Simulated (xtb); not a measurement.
Sn(H)2(Me)(NH2) (CH7NSn), SMILES [CH3][SnH2][NH2]. All values are semi-empirical tight-binding results from xtb (GFN2-xTB unless named), good for trends rather than for accurate numbers. Geometry optimised at GFN2-xTB. One conformer was computed; it need not be the lowest.

The geometry has at least one imaginary mode, so it is a saddle point at that level.

For metal compounds this method's bond lengths and energies can be far off.

The orbital gap comes out as 5.08 eV.
